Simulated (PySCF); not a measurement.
**Distorted geometries of Eu2H4**

Eu2H4 (singlet in the valence; each metal's 4f electrons, 7 of them, lie in its core potential, out of spins and levels). PySCF 2.14.0, RKS PBE0, Eu lcecp-0-SVP with ECP53, H def2-SVP; non-relativistic Hamiltonian with scalar-relativistic core potentials where named; density fitting; no spin-orbit coupling. Relaxed geometry:

```xyz
6

Eu    0.0000    0.7005    1.7459
Eu    0.0000   -0.7005   -1.7459
H     1.4063    0.0000    0.0000
H    -1.4063    0.0000    0.0000
H     0.0000   -0.5425    3.5414
H     0.0000    0.5425   -3.5414
```

**Question.** Order these distorted geometries by energy above the relaxed one, lowest first.
A.
```xyz
6

Eu    0.0712    0.6257    1.6699
Eu    0.1227   -0.6395   -1.7129
H     1.2231    0.0519    0.0611
H    -1.4690   -0.0534   -0.0305
H     0.1084   -0.5213    3.5823
H    -0.0564    0.5366   -3.5700
```
B.
```xyz
6

Eu    0.0182    0.7481    1.6233
Eu    0.0464   -0.5684   -1.5190
H     1.3116    0.2282   -0.1379
H    -1.4463   -0.1236    0.0760
H    -0.1173   -0.7029    3.4655
H     0.1874    0.4187   -3.5079
```
C.
```xyz
6

Eu    0.0847    0.7177    1.7436
Eu    0.0357   -0.7208   -1.7507
H     1.5062    0.0275    0.0457
H    -1.4811   -0.0680   -0.1242
H     0.0307   -0.5023    3.5330
H    -0.1762    0.5460   -3.4473
```

**Answer.** C (0.08 eV), A (0.26 eV), B (0.48 eV).

**Question.** Which forces (eV/Å) act in the one that lies 0.26 eV up?

**Answer.** 
```
Eu  -0.96  0.46  1.37
Eu  -0.53 -0.26 -0.63
H    1.12 -0.21 -0.64
H    0.23 -0.03 -0.03
H    0.05  0.04 -0.18
H    0.08 -0.01  0.10
```
Forces carry noise of the integration grid, about 0.01 to 0.03 eV/Å.

An lcecp potential fixes the number of 4f electrons, so in runs with it no electron can move into or out of that shell.
